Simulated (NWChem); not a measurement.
Species: TaH2O3F; SMILES [O]=[Ta]([OH])([OH])[F]

```xyz
7

Ta     0.0443    -0.0002    -0.0230
O     -0.2596     0.0003     1.6688
F      1.9180    -0.0050    -0.2826
O     -0.7668    -1.5526    -0.7553
H     -1.2723    -2.2849    -0.3920
O     -0.7587     1.5568    -0.7546
H     -1.2602     2.2917    -0.3910
```
Atoms are numbered in this order, from 1.

Level: PBE0/def2-SVP with def2 effective core potentials on Ta (NWChem), optimised geometry, unscaled harmonic frequencies. def2 effective core potentials on Ta; no spin-orbit coupling.

### Question
List the harmonic frequencies with IR intensities, and the thermochemistry.

### Answer
```tsv
frequency (cm⁻¹)	IR intensity (km/mol)
170	6.0
179	0.1
191	0.6
227	16.7
232	7.2
379	90.5
381	263.6
490	101.5
501	198.1
686	121.4
737	139.8
740	64.9
1018	147.2
3950	380.1
3955	134.3
```

The zero-point energy is 19.8 kcal/mol and the thermal correction to the enthalpy at 298.15 K (with zero-point energy) is 24.8 kcal/mol. The heat capacity Cv is 23.4 cal/(mol K) and the entropy at 298.15 K and 1 atm (symmetry number 1) is 84.3 cal/(mol K).

Rigid rotor and harmonic oscillator.
